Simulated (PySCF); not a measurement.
A GIAO shielding run with PySCF 2.14.0 with density-fitted response routines (density fitting, non-relativistic, gas phase) on `CC(C)N[SiH2][SiH3]`, C3H13NSi2:

```
{"job": {"kind": "nmr", "xc": "PBE0", "basis": "STO-3G", "pop": true}, "charge": 0, "multiplicity": 1}
C     -1.343787     1.185939    -1.245256
C     -0.895968    -0.041925    -0.456067
C     -1.843842    -0.349269     0.696038
N      0.469079     0.078691     0.033968
Si     1.877409    -0.404785    -0.855372
Si     3.714271    -0.244390     0.592941
H     -2.358884     1.057965    -1.652974
H     -1.351989     2.078029    -0.596738
H     -0.659474     1.385673    -2.083844
H     -0.906635    -0.909093    -1.141971
H     -1.858683     0.486932     1.415689
H     -1.518777    -1.251803     1.233093
H     -2.874691    -0.500097     0.340761
H      0.577838     0.818928     0.721371
H      2.177808     0.395210    -2.096389
H      1.684701    -1.817083    -1.314865
H      3.721088     1.099925     1.254719
H      4.997998    -0.401426    -0.159510
H      3.653292    -1.289105     1.661579
```

Hardware: 1 thread of an Arm Neoverse V2, shared host. The job also computes population analyses, field gradients.

Task: How large is the calculation?

Result: 66 electrons, 51 basis functions and 792 auxiliary functions.

Task: How long does it take?

Result: 5.1 s of wall time, with 11 SCF cycles and 4 response iterations. Times on a shared host scatter by some tens of per cent.

Task: And these other runs on the same molecule and hardware: GIAO shielding at BLYP/pcSseg-1; GIAO shielding at BP86/pcSseg-1; GIAO shielding at HF/pcSseg-1; GIAO shielding at LDA/pcSseg-1; GIAO shielding at OPBE/pcSseg-1; GIAO shielding at PBE/pcSseg-1?

Result: BLYP/pcSseg-1: 181 functions, 31 s; BP86/pcSseg-1: 181 functions, 29 s; HF/pcSseg-1: 181 functions, 11 s; LDA/pcSseg-1: 181 functions, 24 s; OPBE/pcSseg-1: 181 functions, 32 s; PBE/pcSseg-1: 181 functions, 30 s.
